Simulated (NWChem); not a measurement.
Species: C$_{2}$H$_{7}$S cation; SMILES C[SH+]C

```xyz
10

C      0.5434     0.0034     1.4369
S     -0.5722     0.0454     0.0000
C      0.5434     0.0034    -1.4369
H      1.2826    -0.8132     1.3428
H     -0.0963    -0.1263     2.3312
H      1.0352     0.9942     1.4761
H     -0.9773    -1.2651     0.0000
H      1.2826    -0.8132    -1.3428
H     -0.0963    -0.1263    -2.3312
H      1.0352     0.9942    -1.4761
```
Atoms are numbered in this order, from 1.

Program: NWChem. Pople sets run with spherical d functions. All runs use the structure optimised with PBE-D3(BJ)/def2-SVP. Level: PBE0/6-31G* with COSMO at NWChem's default radii, gas-phase geometry; rows give the dielectric constant. Reactions with the solvent are ignored.

For dielectric constant 25.0:

| Quantity | Value |
|---|---|
| electrostatic solvation energy (kcal/mol) | -61.0 |

### Question
What are these values for dielectric constant 2.4?

### Answer
| Property | Value |
|---|---|
| electrostatic solvation energy (kcal/mol) | -37.0 |
